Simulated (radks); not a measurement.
Initial-state core-level shifts of the technetium ion Tc+ when its valence configuration changes from [Kr] 4d5 5s1. Method: scalar-relativistic Kohn-Sham, LDA (Slater exchange, Perdew-Wang correlation), spin-polarised, spherical densities, point nucleus; open shells are filled with parallel spins first (spin-orbit coupling, left out, can overturn this in heavy ions); computed with a radial shooting solver on a logarithmic mesh with Libxc functionals. Shifts are changes of the shell-averaged eigenvalues in eV (positive: less bound).

\begin{tabular}{lrrrr}
valence & 3s & 3d & 4s & 4p \\ \hline
4d6 & +3.511 & +3.531 & +3.181 & +3.009 \\
4d4 5s2 & -4.512 & -4.540 & -4.085 & -3.904 \\
4d5 5p1 & -1.256 & -1.252 & -1.261 & -1.256 \\
4d3 5p3 & -12.669 & -12.729 & -11.512 & -11.044 \\
4d4 5p2 & -6.797 & -6.821 & -6.319 & -6.101 \\
4d5 5s0.5 5p0.5 & -0.634 & -0.632 & -0.636 & -0.634 \\
4d5.5 5s0.5 & +1.808 & +1.818 & +1.623 & +1.532 \\
4d4 5s1 5p1 & -5.594 & -5.621 & -5.131 & -4.923 \\
4d4.5 5s1 5p0.5 & -2.754 & -2.766 & -2.546 & -2.447 \\
\end{tabular}
